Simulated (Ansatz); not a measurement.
A first, cheap relaxation of Cl3GaH4OSi (`[SiH3][OH+][Ga-]([Cl])([Cl])[Cl]`).

```yaml
crystal:
  periodic: [false, false, false]
  atoms:
    - {symbol: Si, position_ang: [0.453900, -1.132800, 0.950300]}
    - {symbol: O, position_ang: [0.992100, 0.154300, -0.093100]}
    - {symbol: Ga, position_ang: [-0.492500, 1.090300, -0.738800]}
    - {symbol: Cl, position_ang: [-1.714000, -0.218000, -1.901400]}
    - {symbol: Cl, position_ang: [0.262000, 2.693000, -2.060000]}
    - {symbol: Cl, position_ang: [-1.591900, 2.016500, 0.935500]}
    - {symbol: H, position_ang: [1.569400, -1.871000, 1.444100]}
    - {symbol: H, position_ang: [-0.452100, -1.974200, 0.193500]}
    - {symbol: H, position_ang: [-0.295300, -0.489700, 2.133400]}
    - {symbol: H, position_ang: [1.351500, -0.319600, -0.860500]}
basis:
  gaussian: {orbitals: def2-SVP}
hamiltonian: {xc: pbe, dispersion: d4}
relax: {f_tol: 0.03, max_steps: 200}
```

```sh
$ ansatz run in.yaml --threads 4 --pin off --events-out ev --progress --plain --max-ram 11315MiB
```

Output, abridged:

```
Functional definition: PBE
mean field -99888.44279145 eV, -3670.8325657674 hartree, gradient 4.0e-5 eV, S^2 0.000000; 0 other end points of the search recorded, 0 dependent functions left out
relax step   1: F+E_penalty+E_count = -99888.83302229 eV  Δ(F+E_penalty+E_count) = +0.000e0 eV  max|allowed force component| = 3.373e0 eV/Å  Δτ_max = 0.0000 Å  (28 SCF iters, accepted)
mean field -99889.10276323 eV, -3670.8568192831 hartree, gradient 1.1e-5 eV, S^2 0.000000; 0 other end points of the search recorded, 0 dependent functions left out
relax step   2: F+E_penalty+E_count = -99889.48551739 eV  Δ(F+E_penalty+E_count) = -6.525e-1 eV  max|allowed force component| = 1.326e0 eV/Å  Δτ_max = 0.1857 Å  (33 SCF iters, accepted)
mean field -99889.25076889 eV, -3670.8622583907 hartree, gradient 2.2e-5 eV, S^2 0.000000; 0 other end points of the search recorded, 0 dependent functions left out
relax step   3: F+E_penalty+E_count = -99889.62763124 eV  Δ(F+E_penalty+E_count) = -1.421e-1 eV  max|allowed force component| = 7.979e-1 eV/Å  Δτ_max = 0.1559 Å  (28 SCF iters, accepted)
mean field -99889.28772178 eV, -3670.8636163845 hartree, gradient 1.4e-5 eV, S^2 0.000000; 0 other end points of the search recorded, 0 dependent functions left out
relax step   4: F+E_penalty+E_count = -99889.66247764 eV  Δ(F+E_penalty+E_count) = -3.485e-2 eV  max|allowed force component| = 5.877e-1 eV/Å  Δτ_max = 0.0906 Å  (28 SCF iters, accepted)
mean field -99889.31140242 eV, -3670.8644866320 hartree, gradient 1.0e-5 eV, S^2 0.000000; 0 other end points of the search recorded, 0 dependent functions left out
relax step   5: F+E_penalty+E_count = -99889.68057901 eV  Δ(F+E_penalty+E_count) = -1.810e-2 eV  max|allowed force component| = 3.101e-1 eV/Å  Δτ_max = 0.1915 Å  (28 SCF iters, accepted)
mean field -99889.32896891 eV, -3670.8651321886 hartree, gradient 1.6e-5 eV, S^2 0.000000; 0 other end points of the search recorded, 0 dependent functions left out
relax step   6: F+E_penalty+E_count = -99889.69649315 eV  Δ(F+E_penalty+E_count) = -1.591e-2 eV  max|allowed force component| = 4.594e-1 eV/Å  Δτ_max = 0.1117 Å  (28 SCF iters, accepted)
mean field -99889.34594318 eV, -3670.8657559812 hartree, gradient 1.8e-5 eV, S^2 0.000000; 0 other end points of the search recorded, 0 dependent functions left out
relax step   7: F+E_penalty+E_count = -99889.71160014 eV  Δ(F+E_penalty+E_count) = -1.511e-2 eV  max|allowed force component| = 1.401e-1 eV/Å  Δτ_max = 0.1999 Å  (27 SCF iters, accepted)
mean field -99889.34216826 eV, -3670.8656172557 hartree, gradient 9.0e-6 eV, S^2 0.000000; 0 other end points of the search recorded, 0 dependent functions left out
relax step   8: F+E_penalty+E_count = -99889.70879704 eV  Δ(F+E_penalty+E_count) = +2.803e-3 eV  max|allowed force component| = 5.752e-1 eV/Å  Δτ_max = 0.1952 Å  (28 SCF iters, rejected (line search))
mean field -99889.35225514 eV, -3670.8659879417 hartree, gradient 1.4e-5 eV, S^2 0.000000; 0 other end points of the search recorded, 0 dependent functions left out
relax step   9: F+E_penalty+E_count = -99889.72041244 eV  Δ(F+E_penalty+E_count) = -8.812e-3 eV  max|allowed force component| = 8.816e-2 eV/Å  Δτ_max = 0.0976 Å  (29 SCF iters, accepted)
mean field -99889.36010368 eV, -3670.8662763701 hartree, gradient 1.4e-5 eV, S^2 0.000000; 0 other end points of the search recorded, 0 dependent functions left out
relax step  10: F+E_penalty+E_count = -99889.72761814 eV  Δ(F+E_penalty+E_count) = -7.206e-3 eV  max|allowed force component| = 1.437e-1 eV/Å  Δτ_max = 0.0994 Å  (29 SCF iters, accepted)
mean field -99889.36517858 eV, -3670.8664628692 hartree, gradient 1.0e-5 eV, S^2 0.000000; 0 other end points of the search recorded, 0 dependent functions left out
relax step  11: F+E_penalty+E_count = -99889.73417116 eV  Δ(F+E_penalty+E_count) = -6.553e-3 eV  max|allowed force component| = 1.869e-1 eV/Å  Δτ_max = 0.1486 Å  (29 SCF iters, accepted)
mean field -99889.37080410 eV, -3670.8666696033 hartree, gradient 1.1e-5 eV, S^2 0.000000; 0 other end points of the search recorded, 0 dependent functions left out
relax step  12: F+E_penalty+E_count = -99889.74030601 eV  Δ(F+E_penalty+E_count) = -6.135e-3 eV  max|allowed force component| = 1.735e-1 eV/Å  Δτ_max = 0.0807 Å  (28 SCF iters, accepted)
mean field -99889.38023995 eV, -3670.8670163645 hartree, gradient 1.6e-5 eV, S^2 0.000000; 0 other end points of the search recorded, 0 dependent functions left out
relax step  13: F+E_penalty+E_count = -99889.75078101 eV  Δ(F+E_penalty+E_count) = -1.047e-2 eV  max|allowed force component| = 1.478e-1 eV/Å  Δτ_max = 0.1270 Å  (29 SCF iters, accepted)
mean field -99889.38437195 eV, -3670.8671682127 hartree, gradient 1.5e-5 eV, S^2 0.000000; 0 other end points of the search recorded, 0 dependent functions left out
relax step  14: F+E_penalty+E_count = -99889.75668746 eV  Δ(F+E_penalty+E_count) = -5.906e-3 eV  max|allowed force component| = 1.341e-1 eV/Å  Δτ_max = 0.1232 Å  (29 SCF iters, accepted)
mean field -99889.38656029 eV, -3670.8672486325 hartree, gradient 1.2e-5 eV, S^2 0.000000; 0 other end points of the search recorded, 0 dependent functions left out
relax step  15: F+E_penalty+E_count = -99889.75805642 eV  Δ(F+E_penalty+E_count) = -1.369e-3 eV  max|allowed force component| = 9.346e-2 eV/Å  Δτ_max = 0.0666 Å  (29 SCF iters, accepted)
mean field -99889.38789558 eV, -3670.8672977037 hartree, gradient 1.1e-5 eV, S^2 0.000000; 0 other end points of the search recorded, 0 dependent functions left out
relax step  16: F+E_penalty+E_count = -99889.76057147 eV  Δ(F+E_penalty+E_count) = -2.515e-3 eV  max|allowed force component| = 3.670e-2 eV/Å  Δτ_max = 0.0234 Å  (30 SCF iters, accepted)
mean field -99889.38853641 eV, -3670.8673212536 hartree, gradient 1.2e-5 eV, S^2 0.000000; 0 other end points of the search recorded, 0 dependent functions left out
relax step  17: F+E_penalty+E_count = -99889.76103141 eV  Δ(F+E_penalty+E_count) = -4.599e-4 eV  max|allowed force component| = 1.157e-2 eV/Å  Δτ_max = 0.0159 Å  (30 SCF iters, accepted)
mean field -99889.38853641 eV, -3670.8673212536 hartree, gradient 1.2e-5 eV, S^2 0.000000; 1 other end points of the search recorded, 0 dependent functions left out
Total energy: -99889.76107387 eV, -3670.8810117527 hartree
Atom 0 at     0.432116    -1.358953     0.833866 Å, force     0.003934     0.006175     0.000232 eV/Å
Atom 1 at     0.700074     0.207717     0.109091 Å, force     0.000548    -0.011566     0.008054 eV/Å
Atom 2 at    -0.759429     1.369639    -0.772569 Å, force    -0.006586     0.008838     0.006018 eV/Å
Atom 3 at    -2.187196    -0.219932    -1.192545 Å, force     0.007487    -0.000345    -0.001714 eV/Å
Atom 4 at     0.555884     2.018205    -2.385200 Å, force    -0.000644    -0.002484    -0.000811 eV/Å
Atom 5 at    -1.310548     2.796299     0.750387 Å, force     0.001778     0.001189    -0.006579 eV/Å
Atom 6 at     1.676266    -1.642825     1.620320 Å, force     0.002164    -0.003005    -0.002006 eV/Å
Atom 7 at     0.230544    -2.392568    -0.227599 Å, force    -0.001351    -0.000139    -0.000752 eV/Å
Atom 8 at    -0.756365    -1.160550     1.709938 Å, force    -0.000175    -0.001180    -0.001402 eV/Å
Atom 9 at     1.501754     0.331766    -0.442687 Å, force    -0.007154     0.002517    -0.001041 eV/Å
Dipole moment:     0.647902    -0.721179     0.356164 e Å
```

It took 38 s on 4 threads of an Arm Neoverse V2 on a shared host, with 0.23 GiB of host memory at the peak.
